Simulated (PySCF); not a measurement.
Structure with atom numbers: `[CH2:1]1[CH2:2][CH:3]([PH+:4]2[CH2:5][CH2:6][O:7][CH2:8][CH2:9]2)[CH2:10]1` (H(Xn): hydrogen on atom n). Ha(C5), Ha(C6), Ha(C8), Ha(C9) are cis to C3 on the ring; Ha(C1), Ha(C2), Ha(C10) are cis to P4 on the ring; Hb(C5), Hb(C6), Hb(C8), Hb(C9) are trans to C3 on the ring; Hb(C1), Hb(C2), Hb(C10) are trans to P4 on the ring.

Geometry: PBE0-D3(BJ)/def2-SVP; GIAO shifts from PySCF, gas phase, non-relativistic, averaged over equivalent atoms.

At PBE0/pcSseg-1 (257 basis functions, 100 s wall time on 1 thread of an Arm Neoverse N1, shared host):
```csv
atoms,δ (ppm)
C6/C8,63.8
C3,24.9
C2/C10,23.1
C1,20.1
C5/C9,18.0
P4,-26.3
O7,43.9
H(P4),5.93
Hb(C6)/Hb(C8),4.56
Ha(C6)/Ha(C8),3.70
Hb(C2)/Hb(C10),3.07
Hb(C5)/Hb(C9),2.76
Hb(C1),2.55
Ha(C1),2.48
H(C3),2.44
Ha(C2)/Ha(C10),1.88
Ha(C5)/Ha(C9),1.83
```

Shifts are taken against calculated references (same method and geometry level): TMS for 13C (σ = 184.41 ppm) and 1H (σ = 31.27 ppm); 31P (σ = 310.13 ppm) vs H3PO4; 17O (σ = 334.56 ppm) against H2O.

Estimate the result of repeating the calculation with KT3/pcSseg-1.

Answers


```json
{"atoms": "C6/C8", "δ at KT3/pcSseg-1": "65.1", "change": "+1.3"}
{"atoms": "C3", "δ at KT3/pcSseg-1": "28.7", "change": "+3.8"}
{"atoms": "C2/C10", "δ at KT3/pcSseg-1": "26.8", "change": "+3.7"}
{"atoms": "C1", "δ at KT3/pcSseg-1": "23.7", "change": "+3.6"}
{"atoms": "C5/C9", "δ at KT3/pcSseg-1": "19.5", "change": "+1.5"}
{"atoms": "P4", "δ at KT3/pcSseg-1": "-21.4", "change": "+4.9"}
{"atoms": "O7", "δ at KT3/pcSseg-1": "61.6", "change": "+17.7"}
{"atoms": "H(P4)", "δ at KT3/pcSseg-1": "5.92", "change": "-0.01"}
{"atoms": "Hb(C6)/Hb(C8)", "δ at KT3/pcSseg-1": "4.59", "change": "+0.03"}
{"atoms": "Ha(C6)/Ha(C8)", "δ at KT3/pcSseg-1": "3.78", "change": "+0.08"}
{"atoms": "Hb(C2)/Hb(C10)", "δ at KT3/pcSseg-1": "3.19", "change": "+0.12"}
{"atoms": "Hb(C5)/Hb(C9)", "δ at KT3/pcSseg-1": "2.83", "change": "+0.07"}
{"atoms": "Hb(C1)", "δ at KT3/pcSseg-1": "2.59", "change": "+0.04"}
{"atoms": "Ha(C1)", "δ at KT3/pcSseg-1": "2.58", "change": "+0.10"}
{"atoms": "H(C3)", "δ at KT3/pcSseg-1": "2.68", "change": "+0.24"}
{"atoms": "Ha(C2)/Ha(C10)", "δ at KT3/pcSseg-1": "2.06", "change": "+0.18"}
{"atoms": "Ha(C5)/Ha(C9)", "δ at KT3/pcSseg-1": "1.88", "change": "+0.05"}
```

Referencing at the same level of theory: 13C (σref 182.31), 1H (σref 31.32) vs TMS; H3PO4 for 31P (σref 332.35); H2O for 17O (σref 329.03).

The largest change is at O7 (ether oxygen). Cost: 257 basis functions, 2.2 min wall time on 1 thread of an Arm Neoverse N1, shared host. The order of the carbon signals is the same at both levels.

Experimental scales use liquid or dissolved standards, which lie at an offset from isolated H2O (liquid H2O: subtract about 36 ppm) and H3PO4.
